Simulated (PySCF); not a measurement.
Ga(Me)2(AsH2) (C2H8AsGa), SMILES [CH3][Ga]([CH3])[AsH2]. Coordinates come from a B3LYP-D3(BJ)/def2-SVP optimisation. The isomer is the one that the SMILES or the coordinates give; other isomers of the formula were not compared.

Computed equilibrium geometry at B3LYP-D3(BJ)/def2-SVP (PySCF confirms it by a frequency run) as Cartesian coordinates in Å:
```xyz
12

Ga     0.4021    -0.6048     0.3394
C      2.1562    -1.1608    -0.4094
H      2.2855    -2.2529    -0.3391
H      2.9594    -0.6969     0.1899
H      2.2889    -0.8487    -1.4556
C     -0.3340    -1.4454     1.9824
H     -1.0020    -2.2733     1.6866
H     -0.9324    -0.7355     2.5738
H      0.4612    -1.8668     2.6173
As    -0.8081     1.2658    -0.6861
H     -2.1662     0.5878    -0.4950
H     -0.6263     0.6995    -2.0957
```
Charge 0, spin multiplicity 1.
